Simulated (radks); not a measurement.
Results of a calculation; reference values are marked as such.
Problem. The mean radii <r> (bohr) of the occupied orbitals of an atom or ion are listed with their occupations. Level of theory: Dirac Kohn-Sham, PBE, spin-unpolarised, spherical densities, finite nucleus; Fermi nuclear charge, rms radius of each element as measured or else 0.836 A^(1/3) + 0.57 fm (a radial shooting solver on a logarithmic mesh with Libxc functionals).

| orbital | occ. | <r> |
|---|---|---|
| 1s1/2 | 2 | 0.05617 |
| 2s1/2 | 2 | 0.2510 |
| 2p1/2 | 2 | 0.2181 |
| 2p3/2 | 3 | 0.2211 |
| 3s1/2 | 2 | 0.6726 |
| 3p1/2 | 2 | 0.6664 |
| 3p3/2 | 3 | 0.6718 |

Name the element and its charge.

Solution. Z = 27, cobalt, charge +11: Co11+ in [He] 2s2 2p(1/2: 2, 3/2: 3) 3s2 3p(1/2: 2, 3/2: 3). The 1s radius gives Z: for a bare nucleus <r> = (2 gamma + 1)/(2Z) with gamma = sqrt(1 - (Z/c)^2), 0.05483 bohr for Z = 27, and screening makes it slightly larger (0.05617 here). The occupations add up to 16, and the charge is Z minus that.
